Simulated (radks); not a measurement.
Results of a calculation; reference values are marked as such.
Problem. Ni4+, configuration [Ar] 3d6. Level of theory: Dirac Kohn-Sham, LDA (Slater exchange, Perdew-Zunger correlation), spin-unpolarised, spherical densities, finite nucleus; open shells fill j = l - 1/2 first; Fermi nuclear charge, rms radius 3.7757 fm (a radial shooting solver on a logarithmic mesh with Libxc functionals).

Spin-orbit splittings of the eigenvalues, e(l+1/2) - e(l-1/2), with zeta = 2 splitting/(2l+1) and mean radii in bohr:

shell  occ.  splitting (eV)  zeta (eV)  <r> j=l-1/2  <r> j=l+1/2
2p        6           17.44      11.62       0.2133       0.2166
3p        6           2.331      1.554       0.7521       0.7611
3d        6               ?          ?       0.8377       0.8411

Estimate the 3d splitting.

Solution. 0.2999 eV (zeta = 0.1200 eV).
